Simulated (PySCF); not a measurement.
## How methods differ on the ionisation energy of V⁺

V⁺ [Ar] 3d4 (5D) → V²⁺ [Ar] 3d3 (4F), as a difference of total energies. Computed with PySCF 2.14 in def2-TZVPPD (6s6p4d2f1g, 67 functions), with the non-relativistic Hamiltonian (point nucleus). Correlated levels: valence and next inner shell: [Ne] frozen. The calculations carry no spin-orbit coupling.

**Question.** Order these methods by the ionisation energy they give, lowest first.
A. CCSD(T) (valence and next inner shell)
B. MP2 (valence and next inner shell)
C. SCS-MP2 (valence and next inner shell)
D. UHF

**Answer.** D (13.283 eV), C (14.254 eV), A (14.585 eV), B (14.804 eV).

A first-order spin-orbit estimate (lowest level to lowest level, LS coupling) adds -0.017 eV.

These non-relativistic numbers lack the scalar-relativistic shift.

Errors of the correlated levels include the incompleteness of this basis and the frozen core.

For comparison: 14.634 ± 0.007 eV (measured; NIST Atomic Spectra Database, ionization energies).
